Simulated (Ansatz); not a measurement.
Reaction (cleavage of the Si–B bond): `N[B]([SiH3])[GeH3]` + `[OH][Mg][N]([SiH3])[SiH3]` → `[SiH3][O][Mg][N]([SiH3])[SiH3]` + `N[BH][GeH3]`

Isolated molecules relaxed with PBE0-D4/def2-TZVP in Ansatz; ΔE leaves out vibrations. CCSD(T)/CBS is the MP2 limit (def2-TZVPP, def2-QZVPP) plus CCSD(T) − MP2 in def2-TZVPP, frozen cores. Functionals use def2-TZVPP. For Ge, Mg outer-core shells are correlated without core-valence functions, which leaves a few kJ/mol of doubt a bond. Scalar relativity is left out up to krypton. Each species was taken in one conformer, which may not be the lowest.

`N[B]([SiH3])[GeH3]`:

Cartesian coordinates in Å:
```
N -0.011 1.498 -0.890
B -0.016 0.294 -0.202
Si -0.933 -1.313 -1.005
Ge 0.931 0.217 1.637
H 0.429 2.337 -0.544
H -0.448 1.623 -1.790
H -2.022 -1.806 -0.115
H 0.028 -2.437 -1.191
H -1.538 -1.007 -2.338
H -0.040 -0.169 2.770
H 1.552 1.584 2.011
H 2.068 -0.822 1.656
```

`[OH][Mg][N]([SiH3])[SiH3]`:

Cartesian coordinates in Å:
```
O -1.224 -3.177 0.555
Mg -0.585 -1.570 0.260
N 0.068 0.209 -0.029
Si 1.252 0.790 1.059
Si -0.580 1.077 -1.352
H -1.383 -4.110 0.576
H 2.549 1.130 0.405
H 0.817 1.992 1.829
H 1.520 -0.304 2.049
H -1.576 0.181 -2.027
H 0.439 1.460 -2.371
H -1.297 2.323 -0.954
```

`[SiH3][O][Mg][N]([SiH3])[SiH3]`:

Cartesian coordinates in Å:
```
Si 1.454 -3.615 0.225
O 0.847 -2.124 0.131
Mg 0.184 -0.471 0.028
N -0.525 1.301 -0.080
Si -1.349 1.890 1.298
Si -0.271 2.141 -1.549
H 0.473 -4.631 -0.256
H 2.688 -3.750 -0.604
H 1.814 -3.965 1.630
H -2.779 2.222 1.040
H -0.712 3.093 1.906
H -1.318 0.795 2.324
H -1.533 2.513 -2.249
H 0.491 1.217 -2.452
H 0.537 3.384 -1.393
```

`N[BH][GeH3]`:

Cartesian coordinates in Å:
```
N -1.253 -0.877 -0.626
B -0.417 -0.584 0.438
Ge 1.047 0.858 0.246
H -1.198 -0.420 -1.521
H -1.981 -1.572 -0.576
H -0.572 -1.189 1.460
H 0.860 2.009 1.254
H 1.056 1.491 -1.165
H 2.458 0.286 0.491
```

| species | PBE0 energy (Eh) |
| --- | --- |
| `N[B]([SiH3])[GeH3]` | -2450.48075 |
| `[OH][Mg][N]([SiH3])[SiH3]` | -912.93117 |
| `[SiH3][O][Mg][N]([SiH3])[SiH3]` | -1203.55265 |
| `N[BH][GeH3]` | -2159.90549 |

**Question.** Work out ΔE.

**Answer.** ΔE = (-1203.55265) + (-2159.90549) − (-2450.48075) − (-912.93117) = -0.04622 Eh = -121.4 kJ/mol. CCSD(T)/CBS gives -136.3 kJ/mol.

Largest T1 diagnostic among the species: 0.013.

From PBE to PBE0 (25 % exact exchange), in def2-TZVPP and without D4, ΔE moves by −8.7 kJ/mol. The D4 term adds +5.2 kJ/mol with B3LYP and +2.9 kJ/mol with PBE0; it sums over pairs of atoms, weighted by their polarisabilities, and B3LYP, whose exchange is more repulsive, gets the larger term.

B3LYP here is the variant with VWN-RPA as its local correlation; programs differ in this.
